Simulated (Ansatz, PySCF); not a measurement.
Process, species as SMILES: F[SiH2]Cl + 2 [H][H] (H2) → Cl (HCl) + F (HF) + [SiH4] (SiH4)
Structures are relaxed separately at B3LYP-D3(BJ)/def2-TZVP in Ansatz (a program for electronic structure).
Geometry of the first species:
```xyz
5

Si    -0.6602    -0.3653    -0.0183
F     -1.3303     1.0796    -0.1089
Cl     1.3732    -0.1459     0.0740
H     -1.0030    -1.1093    -1.2389
H     -1.1251    -1.0119     1.2173
```

Property: energy of full hydrogenation (0 K, with B3LYP-D3(BJ) harmonic zero-point energies from PySCF), in kJ/mol. Cores are frozen in the correlated levels unless marked. Spin-orbit coupling is left out. No relativistic terms. CBS marks a two-point X^-3 extrapolation of the correlation energy; Hartree-Fock from the larger set.

CCSD(T)/CBS(cc-pV(T+d)Z,cc-pV(Q+d)Z) (Ansatz) gives 210.8 kJ/mol.

Question: Another calculation gave 205.0 kJ/mol. Which level was it?
A) revPBE/def2-TZVPD (Ansatz)
B) PBE-QIDH/def2-TZVPD (Ansatz)
C) r2SCAN/def2-TZVPD (Ansatz)

Answer: B, PBE-QIDH/def2-TZVPD (Ansatz). The others give 188.4 (revPBE), 215.5 (r2SCAN) kJ/mol.
